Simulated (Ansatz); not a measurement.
A nudged elastic band was laid between two geometries of CH$_{6}$SSn (9 atoms, charge 0, multiplicity 1).

All numbers below come from RKS PBE/def2-SVP in Ansatz 0.2.0.

```json
{
  "movable images": "5",
  "climbing image": "yes",
  "spring": "5.0 eV/Å²",
  "optimiser": "quadratic models (default)",
  "start path": "IDPP",
  "force threshold": "0.05 eV/Å",
  "iteration limit": "60",
  "end points": "relaxed"
}
```

Initial state:

```xyz
9
Properties=species:S:1:pos:R:3
C -0.774 1.070 -1.015
S -0.680 -0.766 -0.990
Sn 0.756 -1.109 0.958
H -1.411 1.333 -1.881
H 0.221 1.536 -1.159
H -1.247 1.475 -0.099
H 2.281 -0.327 0.702
H 0.944 -2.817 1.100
H -0.001 -0.441 2.367
```

Final state:

```xyz
9
Properties=species:S:1:pos:R:3
C -1.473 0.262 -0.726
S 0.248 0.309 -1.372
Sn 1.494 -0.257 0.653
H -2.129 0.513 -1.581
H -1.638 1.013 0.073
H -1.752 -0.744 -0.355
H 3.157 -0.237 0.194
H 1.015 -1.824 1.214
H 1.167 0.918 1.883
```

(1) Which bonds break or form, and what moves?

(2) Give the energies along the band, and the barrier.

(3) What is the geometry of the highest image?

The band took 5 iterations and of the order of 80 core-seconds.

## Answers

(1) No bond is made or broken. The dihedral C1–S2–Sn3–H9 goes from 60 to -60°. The two ends are copies of one structure, up to a mirror image or an exchange of like atoms.

(2) The forces met the threshold. The highest image is number 3 of 0 to 6, 0.8 kcal/mol above the ends, which have the same energy within 2 meV. A vibrational analysis at the climbing image gives one clearly imaginary mode, 88i cm⁻¹: a first-order saddle point.

```tsv
image	path coordinate (Å)	energy (kcal/mol)	dihedral C1–S2–Sn3–H9 (°)
0	0.00	0.0	60
1	0.65	0.2	42
2	1.30	0.6	22
3	1.95	0.8	1
4	2.63	0.7	-19
5	3.31	0.2	-41
6	4.00	0.0	-60
```

(3) 
```xyz
9
Properties=species:S:1:pos:R:3
C -1.203 0.812 -0.830
S -0.016 -0.494 -1.336
Sn 1.221 -0.848 0.750
H -1.845 0.981 -1.717
H -0.698 1.765 -0.577
H -1.848 0.499 0.013
H 2.895 -0.485 0.507
H 1.052 -2.496 1.249
H 0.530 0.220 1.923
```

The run took 78 s on 1 thread of Intel(R) Xeon(R) Processor @ 2.70GHz (shared host), peak memory 0.13 GiB.
